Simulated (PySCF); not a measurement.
## Dipole moment and polarisability of selenophene

Compound: selenophene, C4H4Se.
SMILES with atom numbers: `[cH:1]1[cH:2][cH:3][se:4][cH:5]1` (hydrogens: H6 on C1; H7 on C2; H8 on C3; H9 on C5)

Geometry (PBE0-D3(BJ)/def2-TZVP, Å), atoms numbered from 1 in this order:
```xyz
9
C4H4Se angstrom
C      0.7149   -0.5839   -0.3701
C     -0.4833    0.0075   -0.8604
C     -1.1595    0.7590    0.0456
Se    -0.2958    0.7850    1.6827
C      0.9960   -0.3056    0.9286
H      1.3556   -1.2060   -0.9829
H     -0.8318   -0.1297   -1.8766
H     -2.0847    1.2948   -0.1013
H      1.8447   -0.6393    1.5055
```

Level: CAM-B3LYP/aug-cc-pVTZ (PySCF), static field, nuclei fixed, core orbitals frozen in the response. The polarisability tensor in these axes (au):

```
x    68.31 -11.56   2.14
y   -11.56  60.01  10.29
z     2.14  10.29  82.06
```

Q: Diagonalise the tensor; give its mean and Δα, where Δα² is half the sum of the squared differences of the eigenvalues.

A: Principal values 49.00, 74.89 and 86.48 au; mean 70.12 au = 10.39 Å³ = 11.56 × 10⁻⁴⁰ C²·m²/J; Δα = 33.24 au (47 % of the mean).

Q: What is the dipole moment, and where does it point?

A: (0.06, -0.16, -0.36) D, 0.40 D in size, pointing from the negative to the positive side. Measured along this direction, the outermost atoms are Se4 at the negative end and H7 and H6 at the positive end.

Q: Rayleigh depolarisation ratio (linearly polarised light, static tensor)?

A: ρ = 3Δα²/(45ᾱ² + 4Δα²) = 3315.4/(221278 + 4420.5) = 0.0147.

Q: Traceless (Buckingham) quadrupole moment about the centre of nuclear charge: eigenvalues?

A: -7.65, 1.95, 5.69 D·Å. The values depend on the origin, since the dipole doesn't vanish. The electronic extent ⟨r²⟩ about the same centre is 508 bohr², a root-mean-square distance of 1.51 Å for the 62 electrons.

Q: Find the Langevin capture rate constant for H3O+ (19.018 u) meeting this molecule (131.948 u), k = 2.342 × 10⁻⁹ cm³/s × √(α in Å³ / reduced mass in u).

A: The reduced mass is 16.62 u, so k = 1.85 × 10⁻⁹ cm³/s. The formula leaves out the permanent dipole, which adds to the capture rate.

Q: Directions of the eigenvectors, and the extent of the frame along each?

A: Largest value along (-0.16, 0.42, 0.89), where the nuclei span 3.48 Å; middle along (0.84, -0.42, 0.34), 4.66 Å; least along (0.52, 0.81, -0.29), 0.01 Å. The strongest response doesn't lie along the longest of the three spans.

Isolated species at its PBE0-D3(BJ)/def2-TZVP geometry, gas phase. The calculation is non-relativistic, for selenium too.
